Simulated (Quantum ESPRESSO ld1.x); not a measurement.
Task: Radial electron density D(r) = 4 pi r^2 rho(r) of an atom or ion with 42 electrons. Calculated with ld1.x of Quantum ESPRESSO 7.5: non-relativistic Kohn-Sham, LDA (Slater exchange, VWN5 correlation), spin-polarised, spherical densities, point nucleus.

r (bohr)  D(r) (e/bohr)  spin D(r)
0.004109          9.326  -0.000286
0.005704          15.58  -0.000478
0.007855          24.36  -0.000748
0.0109            35.77   -0.00110
0.01514           47.44   -0.00149
0.02101           55.09   -0.00180
0.02894           55.00   -0.00181
0.04017           49.64  0.0000871
0.05576           50.00     0.0132
0.07679           62.06     0.0711
0.1066            70.80      0.262
0.148             58.50      0.670
0.2054            47.06       1.12
0.2829            54.86       1.00
0.3927            47.59      0.191
0.5452            21.81      0.311
0.7568            14.35       2.66
1.042             14.33       4.58
1.447             7.227       3.45
2.008             1.722       1.20
2.788            0.1800      0.159
3.839           0.04166     0.0415
5.33            0.06690     0.0669
7.399          0.004010    0.00401
10.19            0.1534      0.153
14.14           0.05336     0.0534
19.64         0.0008313   0.000831

What is the nuclear charge?

Result: Z = 45. The innermost maximum, from 1s, lies near 1/Z = 0.0222 bohr (found: 0.0245), and its height grows with Z. The density is that of the rhodium ion Rh3+ in [Kr] 4d5 6f1; the configuration itself is not fixed sharply by these data, and Z only to a few units. D(r) has 6 maxima, at r = 0.0245, 0.105, 0.311, 0.910, 4.84, 10.8 bohr, and minima at 0.0475, 0.204, 0.721, 3.54 bohr, inside which lie 2.04, 11.21, 29.12, 41.07 electrons.
